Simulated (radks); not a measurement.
The numbers below are computed, except where a source is named.
Question: The table gives one normalised radial function P(r) = r R(r) of Sm3+ in [Xe] 4f1 5d0.5 6p3.5 (r in bohr). Code: a radial shooting solver on a logarithmic mesh with Libxc functionals. Model: scalar-relativistic Kohn-Sham, PBE, spin-polarised, spherical densities, finite nucleus; open shells are filled with parallel spins first (spin-orbit coupling, left out, can overturn this in heavy ions); Fermi nuclear charge, rms radius 5.0819 fm.

r	P
0.001703	0.0000
0.002665	0.0000
0.004171	0.0002
0.006529	0.0005
0.01022	0.0018
0.01587	0.0058
0.02483	0.0179
0.03887	0.0507
0.06084	0.1240
0.09523	0.2395
0.149	0.3070
0.2333	0.1219
0.3622	-0.3076
0.5669	-0.4127
0.8874	0.2365
1.389	0.8559
2.174	0.6451
3.402	0.1751
5.325	0.0127
8.269	0.0001

Which n and l does it have? It may be an empty orbital.

Answer: n = 5, l = 2: the number of nodes gives n - l - 1 = 2, the rise at small r (about r^(l+1), flatter next to the nucleus through relativity) gives l, and the extent must fit the shell. The curve is that of 5d down; the table hardly tells the two spins apart. 5d down (empty): eigenvalue -42.079 eV, 2 radial nodes at r = 0.267, 0.781 bohr, <r> = 1.73 bohr, 90 % of the charge inside 2.52 bohr.
